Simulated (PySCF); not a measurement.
## Al–Cl bond dissociation enthalpy (kJ/mol), weakest such bond computed

Computed at M06-2X/def2-TZVP // PBE0-D3(BJ)/def2-SVP with PySCF (density fitting, grid level 3). Enthalpies at 298.15 K use unscaled PBE0-D3(BJ)/def2-SVP harmonic frequencies.

```jsonl
{"molecule": "[F][Al]([F])[Cl] (AlClF2)", "value": "481", "site or products": "[F][Al][F] + Cl•"}
{"molecule": "[Cl][AlH][Cl] (AlCl2H)", "value": "489", "site or products": "Cl• + [AlH][Cl]"}
{"molecule": "[CH3][Al]([Cl])[Cl] (CH3AlCl2)", "value": "493", "site or products": "[CH3][Al][Cl] + Cl•"}
{"molecule": "dimethylaluminum chloride, [CH3][Al]([CH3])[Cl] (C2H6AlCl)", "value": "513", "site or products": "[CH3][Al][CH3] + Cl•"}
```

Gas phase, one low conformer a species, no spin-orbit coupling; the best conformer of a species may have been missed, which can turn small differences round.
